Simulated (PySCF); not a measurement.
## BeAs⁻: from constants to spectrum

UHF-CCSD(T) constants of BeAs⁻, ³Π (triplet), unpaired electrons σ ↑, π ↑ (basis Be aug-cc-pVDZ-DK, As aug-cc-pVDZ-DK; spin-free X2C with a Gaussian nucleus; PySCF 2.14; masses 9.0122 and 74.9216 u):

```
ωe   : 602.6 cm⁻¹
ωexe : 4.67 cm⁻¹
Be   : 0.47858 cm⁻¹
αe   : 0.00464 cm⁻¹
```

Problem. What force constant and bond length do these constants imply?

Solution. Reduced mass μred = 8.0445 u; k = 5.8918×10⁻⁷·μred·ωe² (u, cm⁻¹, mdyn/Å) = 1.72 mdyn/Å; Re = √(16.8576/(μred·Be)) (u, cm⁻¹, Å) = 2.093 Å.

Problem. Estimate the centrifugal constant D from the Kratzer relation and find the Dunham coefficient a1.

Solution. D = 4Be³/ωe² = 1.21e-06 cm⁻¹; a1 = −1 − αeωe/(6Be²) = -3.03.

Correlated steps freeze 9 core orbitals. Spin–orbit coupling is left out. The state is the lowest determinant that a PBE0 search found; another state may lie lower at other levels.
